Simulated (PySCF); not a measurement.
# Excitation energy of As by level of theory

As [Ar] 3d10 4s2 4p3 (4S) → As [Ar] 3d10 4s1 4p4 (4P), as a difference of total energies. Computed with PySCF 2.14 in x2c-TZVPPall (6s5p4d1f, 48 functions), with scalar relativity by spin-free X2C-1e. Correlated levels: valence: [Ar] 3d10 frozen. The calculations carry no spin-orbit coupling.

```csv
method,excitation energy (cm⁻¹)
UHF,69968
MP2 (valence),70450
SCS-MP2 (valence),70534
CCSD (valence),67302
CCSD(T) (valence),66442
CCSDT (valence),66135
```

A first-order spin-orbit estimate (lowest level to lowest level, LS coupling) adds -0.090 eV.

The coupled-cluster amplitudes are large for the upper state (T1 above 0.03 or a double amplitude above 0.15), so a single reference is strained.
